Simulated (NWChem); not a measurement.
Species: C$_{3}$H$_{5}$FOSi; SMILES C=C1C[Si@@H](F)O1

```xyz
11

C      0.2023     2.5313    -0.3408
C      0.0136     1.2300    -0.0755
C     -1.2617     0.3880     0.0215
Si    -0.0340    -0.9742     0.4348
F      0.1623    -2.1532    -0.6762
O      1.0546     0.3288     0.2045
H     -0.6587     3.1792    -0.5509
H      1.2150     2.9580    -0.3525
H     -1.8074     0.2793    -0.9371
H     -1.9704     0.7161     0.8074
H      0.0746    -1.6409     1.7652
```
Atoms are numbered in this order, from 1.

Results from NWChem. Pople sets run with spherical d functions. STO-3G and 3-21G are far too small for this property and stand as cheap habits. Geometry: optimised at PBE-D3(BJ)/def2-SVP. Vertical excitations in the gas phase; the lowest state need not have the same character in each row.

```csv
level,basis functions,"lowest excitation, singlet (eV)",oscillator strength of that lowest state,orbital gap (eV),relative time
"PBE/3-21G, TDA",68,5.27,0.001,5.18,1
"PBE/6-31G*, TDA",98,5.12,0.002,5.06,3
"PBE/6-31+G*, TDA",122,4.84,0.004,4.80,5
"PBE/def2-SVP, TDA",113,5.30,0.002,5.06,3
```

Times are rough ratios from one shared machine.
